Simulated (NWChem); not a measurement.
System: C$_{3}$H$_{6}$OSi; SMILES CC1=C[SiH2]O1

Input file for NWChem:

```
start job
memory heap 200 mb stack 900 mb global 1100 mb
geometry units angstroms noautoz
  C      0.087325     2.202314     0.026679
  C     -0.101921     0.732123     0.003593
  C     -1.182797    -0.065428    -0.198881
  Si     0.005472    -1.439104     0.044639
  O      1.021602    -0.036293     0.228914
  H      0.491408     2.509087     1.004299
  H      0.829151     2.492905    -0.733836
  H     -0.855951     2.729903    -0.161519
  H     -2.210432     0.223649    -0.401124
  H     -0.026136    -2.265783     1.284214
  H      0.437167    -2.287969    -1.101664
end
basis spherical
  * library def2-svp
end
dft
  xc b3lyp
  iterations 150
end
tddft
  nroots 6
  notriplet
end
task tddft energy
```

Excerpt of the output:

```
             Northwest Computational Chemistry Package (NWChem) 7.3.0
             --------------------------------------------------------

 CS  symmetry detected

                             Geometry "geometry" -> ""
                             -------------------------

 Output coordinates in angstroms (scale by  1.889725989 to convert to a.u.)

  No.       Tag          Charge          X              Y              Z
 ---- ---------------- ---------- -------------- -------------- --------------
    1 C                    6.0000     0.07452810     2.19915636     0.00000000
    2 C                    6.0000    -0.10460706     0.72751810     0.00000000
    3 C                    6.0000    -1.19824175    -0.07829790     0.00000000
    4 Si                  14.0000     0.02493625    -1.44288814     0.00000000
    5 O                    8.0000     1.04700149    -0.03230713     0.00000000
    6 H                    1.0000     0.65541062     2.50221895     0.88535945
    7 H                    1.0000     0.65541062     2.50221895    -0.88535945
    8 H                    1.0000    -0.89125950     2.71953368     0.00000000
    9 H                    1.0000    -2.24772597     0.20292144     0.00000000
   10 H                    1.0000     0.23648451    -2.27913068     1.21527319
   11 H                    1.0000     0.23648451    -2.27913068    -1.21527319

 Effective nuclear repulsion energy (a.u.)     221.5898583538

      Symmetry information
      --------------------

 Group name             Cs
 Group number              2
 Group order               2
 No. of unique centers     9

                                 NWChem DFT Module
                                 -----------------

 Summary of "ao basis" -> "ao basis" (spherical)
 ------------------------------------------------------------------------------
       Tag                 Description            Shells   Functions and Types
 ---------------- ------------------------------  ------  ---------------------
 C                          def2-svp                 6       14   3s2p1d
 Si                         def2-svp                 8       18   4s3p1d
 O                          def2-svp                 6       14   3s2p1d
 H                          def2-svp                 3        5   2s1p

      Symmetry analysis of basis
      --------------------------

        a'         71
        a"         33

            General Information
            -------------------
          SCF calculation type: DFT
          Wavefunction type:  closed shell.
          No. of atoms     :    11
          No. of electrons :    46
           Alpha electrons :    23
            Beta electrons :    23
          Charge           :     0
          Spin multiplicity:     1
          Use of symmetry is: off; symmetry adaption is: on
          Maximum number of iterations: 150
          AO basis - number of functions:   104
                     number of shells:    50
          Convergence on energy requested:  1.00D-06
          Convergence on density requested:  1.00D-05
          Convergence on gradient requested:  5.00D-04

              XC Information
              --------------
                         B3LYP Method XC Potential
                     Hartree-Fock (Exact) Exchange  0.200
                        Slater Exchange Functional  0.800 local
                    Becke 1988 Exchange Functional  0.720 non-local
              Lee-Yang-Parr Correlation Functional  0.810
                  VWN I RPA Correlation Functional  0.190 local

[...]

                                NWChem TDDFT Module
                                -------------------

            General Information
            -------------------
           No. of orbitals :     208
            Alpha orbitals :     104
             Beta orbitals :     104
        Alpha frozen cores :       0
         Beta frozen cores :       0
     Alpha frozen virtuals :       0
      Beta frozen virtuals :       0
         Spin multiplicity :       1
    Number of AO functions :     104
        Use of symmetry is : off
      Symmetry adaption is : on
         Schwarz screening :  0.10D-07

              XC Information
              --------------
                  B3LYP Method XC Potential
              Hartree-Fock (Exact) Exchange   0.20
                 Slater Exchange Functional   0.80 local
             Becke 1988 Exchange Functional   0.72 non-local
       Lee-Yang-Parr Correlation Functional   0.81
           VWN I RPA Correlation Functional   0.19 local

             TDDFT Information
             -----------------
          Calculation type : TDDFT
         Wavefunction type : Restricted singlets
          No. of electrons :      46
           Alpha electrons :      23
            Beta electrons :      23
              No. of roots :       6
          Max subspacesize :    5200
            Max iterations :     100
               Target root :       1
           Target symmetry : none
      Symmetry restriction : off
                 Algorithm : Optimal
        Davidson threshold :  0.10D-03

    6 smallest eigenvalue differences (eV)
--------------------------------------------------------
  No. Spin  Occ  Vir  Irrep   E(Occ)    E(Vir)   E(Diff)
--------------------------------------------------------
    1    1   23   24 a"       -0.232     0.002     6.360
    2    1   23   25 a'       -0.232     0.003     6.398
    3    1   23   26 a"       -0.232     0.061     7.978
    4    1   23   27 a"       -0.232     0.072     8.260
    5    1   22   24 a'       -0.313     0.002     8.556
    6    1   22   25 a"       -0.313     0.003     8.595
--------------------------------------------------------

  Entering Davidson iterations
  Restricted singlet excited states

  Iter   NTrls   NConv    DeltaV     DeltaE      Time
  ----  ------  ------  ---------  ---------  ---------
    1      6       0     0.34E+00   0.10+100       15.5
    2     18       0     0.73E-01   0.36E-01       24.9
    3     30       0     0.23E-01   0.20E-02       26.0
    4     42       0     0.77E-02   0.20E-03       24.6
    5     54       0     0.32E-02   0.31E-04       24.4
    6     66       1     0.14E-02   0.54E-05       25.1
    7     76       4     0.49E-03   0.75E-06       21.9
    8     80       5     0.20E-03   0.89E-07       13.8
    9     82       6     0.97E-04   0.11E-07        9.5
  ----  ------  ------  ---------  ---------  ---------
  Convergence criterion met

  Ground state a'       -482.416265597346 a.u.

  ----------------------------------------------------------------------------
  Root   1 singlet a"             0.190032052 a.u.                5.1710 eV
  ----------------------------------------------------------------------------
     Transition Moments    X  0.00000   Y  0.00000   Z  0.09499
     Dipole Oscillator Strength                    0.0011432325
     Electric Quadrupole                           0.0000000065
     Magnetic Dipole                               0.0000000928
     Total Oscillator Strength                     0.0011433317

     Occ.   23  a"  ---  Virt.   24  a'   0.99853 X
  ----------------------------------------------------------------------------
  Root   2 singlet a'             0.216683031 a.u.                5.8962 eV
  ----------------------------------------------------------------------------
     Transition Moments    X -0.63992   Y -0.66993   Z -0.00000
     Dipole Oscillator Strength                    0.1239876234
     Electric Quadrupole                           0.0000001014
     Magnetic Dipole                               0.0000021296
     Total Oscillator Strength                     0.1239898543

     Occ.   17  a"  ---  Virt.   25  a"  -0.05606 X
     Occ.   19  a"  ---  Virt.   25  a"   0.06172 X
     Occ.   20  a'  ---  Virt.   24  a'  -0.07137 X
     Occ.   21  a"  ---  Virt.   25  a"  -0.11004 X
     Occ.   22  a'  ---  Virt.   24  a'  -0.06982 X
     Occ.   22  a'  ---  Virt.   28  a'   0.05042 X
     Occ.   23  a"  ---  Virt.   25  a"   0.97068 X
     Occ.   23  a"  ---  Virt.   25  a"  -0.08254 Y
     Occ.   23  a"  ---  Virt.   32  a"  -0.12099 X
  ----------------------------------------------------------------------------
  Root   3 singlet a"             0.253481000 a.u.                6.8976 eV
  ----------------------------------------------------------------------------
     Transition Moments    X -0.00000   Y -0.00000   Z -0.06231
     Dipole Oscillator Strength                    0.0006561837
     Electric Quadrupole                           0.0000000966
     Magnetic Dipole                               0.0000014879
     Total Oscillator Strength                     0.0006577683

     Occ.   23  a"  ---  Virt.   26  a'  -0.98409 X
     Occ.   23  a"  ---  Virt.   27  a'   0.09816 X
     Occ.   23  a"  ---  Virt.   28  a'   0.09649 X
     Occ.   23  a"  ---  Virt.   29  a'   0.08714 X
  ----------------------------------------------------------------------------
  Root   4 singlet a"             0.266098613 a.u.                7.2409 eV
  ----------------------------------------------------------------------------
     Transition Moments    X  0.00000   Y -0.00000   Z -0.12362
     Dipole Oscillator Strength                    0.0027110378
     Electric Quadrupole                           0.0000002743
     Magnetic Dipole                               0.0000024930
     Total Oscillator Strength                     0.0027138052

[...]
```

Level: B3LYP/def2-SVP, full TDDFT. Structure relaxed at the PBE0/def2-SVP level.
